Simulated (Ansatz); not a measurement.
ClFH4O2Si2 (`O[SiH](F)O[SiH2]Cl`), relaxed with RKS PBE0-D4/def2-TZVP in the Gaussian-basis code of Ansatz from a PBE-D4/def2-SVP geometry. The force threshold is 0.005 eV/Å; the program also tests the step.

Total charge 0; spin multiplicity 1.

Start:

```xyz
10

O     1.252    1.576   -1.708
Si    1.023    0.794   -0.270
F     2.076   -0.442   -0.098
O    -0.499    0.113   -0.235
Si   -1.382   -0.988    0.654
Cl   -0.704   -1.003    2.621
H     1.016    1.083   -2.513
H     1.240    1.782    0.813
H    -2.811   -0.549    0.646
H    -1.212   -2.365    0.091
```

```
step  energy (eV)  largest force (eV/Å)  largest move (Å)
   1  -35147.7592                 0.950             0.000
   2  -35147.8509                 0.675             0.036
   3  -35147.8819                 0.111             0.031
   4  -35147.8828                 0.349             0.066
   5  -35147.8875                 0.086             0.021
   6  -35147.8884                 0.048             0.012
   7  -35147.8893                 0.033             0.020
   8  -35147.8908                 0.040             0.070
   9  -35147.8909                 0.065             0.016
  10  -35147.8911                 0.010             0.015
  11  -35147.8912                 0.005             0.007
  12  -35147.8912                 0.014             0.028
  13  -35147.8913                 0.019             0.047
  14  -35147.8913                 0.012             0.009
  15  -35147.8914                 0.013             0.006
  16  -35147.8914                 0.013             0.015
  17  -35147.8914                 0.011             0.023
  18  -35147.8914                 0.006             0.005
  19  -35147.8914                 0.006             0.004
  20  -35147.8914                 0.006             0.003
  21  -35147.8914                 0.005             0.004
  22  -35147.8914                 0.003             0.003
```

End:

```xyz
10

O     1.148    1.590   -1.664
Si    1.054    0.751   -0.284
F     2.127   -0.424   -0.268
O    -0.406    0.055   -0.138
Si   -1.363   -0.981    0.670
Cl   -0.933   -0.918    2.672
H     0.924    1.174   -2.497
H     1.341    1.672    0.818
H    -2.766   -0.558    0.489
H    -1.126   -2.362    0.203
```

Hardware: 4 threads of a server CPU on a shared host. Wall time 2.8 min, peak host memory 0.77 GiB.
